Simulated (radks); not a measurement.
Valence configurations of Ca (all share [Ar]). Calculated with a radial shooting solver on a logarithmic mesh with Libxc functionals: scalar-relativistic Kohn-Sham, PBEsol, spin-polarised, spherical densities, finite nucleus; open shells are filled with parallel spins first; Fermi nuclear charge, rms radius 3.4776 fm. Energies are relative to 4s2; eigenvalues in eV for spin up.

valence	E (eV)	moment (Bohr magnetons)	e(3d)	e(4p)	e(4s)
4s2	0.000	0	-	-	-3.765
3d0.5 4s1.5	0.922	1	-1.287	-	-3.666
4s1.5 4p0.5	1.047	1	-	-1.892	-4.342
3d0.5 4s1 4p0.5	1.638	2	-1.777	-1.766	-4.129
3d1 4s1	1.760	2	-0.970	-	-3.652
4s1 4p1	1.835	2	-	-2.222	-4.780
4s0.5 4p1.5	3.117	2	-	-2.456	-5.027
3d1 4p1	3.982	2	-1.672	-1.901	-
4p2	4.405	2	-	-2.666	-
3d2	4.493	2	-0.849	-	-

NIST lists [Ar] 4s2 as the ground configuration; this level of theory agrees among the configurations tried. The energies are those of spherical high-spin densities, not of single terms.
